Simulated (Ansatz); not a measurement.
`CNN` and `C[NH][GeH3]` differ in one atom or group.

Ansatz, PBE0-D4/def2-TZVP geometries, multiplicity 1. Each molecule was computed in one conformer, which needn't be the lowest.

Scalar relativity is left out up to krypton.

| property | `CNN` |
| --- | --- |
| size of the dipole moment (ωB97M-V/def2-TZVPP) / D | 1.87 |
| HOMO energy (ωB97M-V/def2-TZVPP) / eV | -8.98 |
| LUMO energy (ωB97M-V/def2-TZVPP) / eV | 2.37 |
| LUMO energy (B3LYP/def2-TZVPP) / eV | 0.60 |
| ideal-gas entropy at 298 K and 1 bar (rigid rotor, harmonic PBE0-D4/def2-TZVP) / J/(mol·K) | 269 |
| HOMO–LUMO gap (PBE/def2-TZVPP) / eV | 5.23 |

Problem. Give the same properties after the change, and the shifts. (Best estimate.)

Solution. The calculation gave: 
| property | `C[NH][GeH3]` | shift |
| --- | --- | --- |
| size of the dipole moment (ωB97M-V/def2-TZVPP) / D | 0.86 | -1.01 |
| HOMO energy (ωB97M-V/def2-TZVPP) / eV | -8.99 | -0.01 |
| LUMO energy (ωB97M-V/def2-TZVPP) / eV | 2.16 | -0.21 |
| LUMO energy (B3LYP/def2-TZVPP) / eV | 0.28 | -0.32 |
| ideal-gas entropy at 298 K and 1 bar (rigid rotor, harmonic PBE0-D4/def2-TZVP) / J/(mol·K) | 310 | 41 |
| HOMO–LUMO gap (PBE/def2-TZVPP) / eV | 5.01 | -0.22 |

With PBE0 the HOMO falls by 0.09 eV and the LUMO falls by 0.42 eV, so the gap narrows by about 0.33 eV. PBE moves the HOMO by -0.20 eV and ωB97M-V by -0.01 eV. The zero-point energy changes by -11.7 kJ/mol with +3 modes. Dipoles are sizes alone; their direction can turn.

B3LYP here is the variant with VWN-RPA as its local correlation; programs differ in this.
